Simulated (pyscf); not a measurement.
HO–AlH–PH₂, singlet

Gas-phase minimum from PySCF at ωB97X-D3(BJ)/def2-SVP, one conformer. 

SMILES: [OH][AlH][PH2]
```xyz
7

O     -0.5161     2.2996    -0.9809
Al     0.0992     0.8421    -0.3440
P      0.0568    -0.9725    -1.7661
H     -0.5381     3.1589    -0.5548
H      0.7139     0.7957     1.1160
H     -1.2450    -0.6666    -2.2566
H     -0.3963    -1.8636    -0.7491
```
Charge 0, spin multiplicity 1.

Bonds (Å): O1–Al2 1.705, O1–H4 0.959, Al2–P3 2.306, Al2–H5 1.585, P3–H6 1.424, P3–H7 1.426. Angles (°): Al2–O1–H4 127.4, O1–Al2–P3 115.8, O1–Al2–H5 120.6, P3–Al2–H5 123.5, Al2–P3–H6 93.4, Al2–P3–H7 93.3, H6–P3–H7 95.1.

Properties at ωB97X-D3(BJ)/def2-SVP:

```
Property                                                                                                                                                                                             Value
---------------------------------------------------------------------------------------------------------------------  -----------------------------------------------------------------------------------
Harmonic wavenumbers, unscaled                                                                                         111, 171, 345, 430, 451, 497, 575, 623, 715, 884, 1105, 1961, 2439, 2457, 3985 cm⁻¹
Zero-point energy                                                                                                                                                                            23.9 kcal/mol
Rotational symmetry number                                                                                                                                                                               1
Entropy of this conformer at 298 K and 1 atm, rigid rotor and harmonic oscillator, modes under 100 cm⁻¹ raised to 100                                                                      311.7 J/(mol K)
Dipole moment                                                                                                                                                                                       1.95 D
```

Single-point totals, which compare only within one level (frozen core for MP2 and CC):

```json
[
 {"level": "ωB97X-D3(BJ)/def2-TZVP", "total energy (hartree)": "-661.58135"},
 {"level": "PBE/def2-TZVP", "total energy (hartree)": "-661.13861"},
 {"level": "r²SCAN/def2-TZVP", "total energy (hartree)": "-661.42949"},
 {"level": "B3LYP-D3(BJ)/def2-TZVP", "total energy (hartree)": "-661.57704"},
 {"level": "PBE0-D3(BJ)/def2-TZVP", "total energy (hartree)": "-661.19692"},
 {"level": "M06-2X/def2-TZVP", "total energy (hartree)": "-661.44673"},
 {"level": "ωB97M-D3(BJ)/def2-TZVP", "total energy (hartree)": "-661.62189"},
 {"level": "HF/def2-TZVPP", "total energy (hartree)": "-659.96489"},
 {"level": "MP2/def2-TZVPP", "total energy (hartree)": "-660.44604"},
 {"level": "CCSD/def2-TZVPP", "total energy (hartree)": "-660.48019"},
 {"level": "CCSD(T)/def2-TZVPP", "total energy (hartree)": "-660.49928"}
]
```

Soft torsions are taken as harmonic, which can shift the entropy by several J/(mol K). The CCSD(T) − MP2 part came from Ansatz, without density fitting, on the same reference.
